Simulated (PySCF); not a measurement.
## Ionisation energy of As²⁷⁺ by level of theory

As²⁷⁺ [He] 2s2 2p2 (3P) → As²⁸⁺ [He] 2s2 2p1 (2P), as a difference of total energies. All numbers are calculated (PySCF 2.14, the spin-free X2C one-electron Hamiltonian (Gaussian nucleus), in an uncontracted even-tempered set (19 s from 7.6 bohr⁻², ratio 2.2; 12 p from 9.8 bohr⁻², ratio 2.2; 6 d from 40 bohr⁻², ratio 2.4; 5 f from 60 bohr⁻², ratio 2.4; 4 g from 91 bohr⁻², ratio 2.4)). Correlated levels: nothing frozen; virtual orbitals above 40 to 60 times the deepest correlated orbital energy dropped. The calculations carry no spin-orbit coupling.

```csv
method,ionisation energy (eV)
UHF,2927.7
LDA,2925.6
PBE,2927.1
PBE0,2927.5
r2SCAN,2929.6
TPSSh,2927.3
PBEsol,2925.8
MP2 (all electrons),2927.4
SCS-MP2 (all electrons),2927.0
```

Spin-orbit coupling is strong in these open shells (close to jj coupling). The scalar numbers leave it out and a first-order estimate fails, so it can dominate the gap to the real levels.

For this ion Breit and QED terms and the two-electron picture change, all absent here, outweigh the differences among the correlated methods.

For comparison: 2938 ± 3 eV (semi-empirical (NIST evaluation); NIST Atomic Spectra Database, ionization energies).
